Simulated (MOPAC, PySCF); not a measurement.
C3H4O2, SMILES `C(C=C)(O)=O` (C–C–C–O torsion 180°, O–C–O–H torsion 0°), neutral singlet in the gas phase. 

Z-matrix (Å, degrees):
```
C
C 1 1.3284
H 2 1.0816 1 121.42
H 1 1.0820 2 122.01 3 -180.00
H 2 1.0822 3 117.55 1 180.00
C 1 1.4764 4 113.62 2 180.00
O 6 1.2067 1 123.82 4 0.00
O 6 1.3549 7 122.36 1 -180.00
H 8 0.9691 6 106.51 7 0.00
```
Charge 0, multiplicity 1.

All levels are single points at this geometry (B3LYP-D3(BJ)/def2-TZVP); Pople sets use spherical d functions. Orbital energies aren't observables, and empty levels follow the basis.

```tsv
level	HOMO (eV)	LUMO (eV)	gap (eV)	dipole (D)	vertical IE, Delta-SCF (eV)
B3LYP-D3(BJ)/def2-TZVP in PySCF	-7.96	-1.80	6.16	2.16	10.58
B3LYP/3-21G in PySCF	-7.29	-1.15	6.14	1.70	–
B3LYP/6-311+G** in PySCF	-8.07	-1.90	6.16	2.20	–
B3LYP/6-31G* in PySCF	-7.52	-1.31	6.21	1.97	10.28
PBE/6-31G* in PySCF	-6.05	-2.07	3.98	1.85	–
HF/3-21G in PySCF	-10.86	2.81	13.67	2.19	–
HF/6-31G* in PySCF	-10.83	2.81	13.65	2.44	–
AM1 in MOPAC	-11.15	0.02	11.17	2.12	–
PM3 in MOPAC	-11.09	-0.12	10.96	2.09	–
```
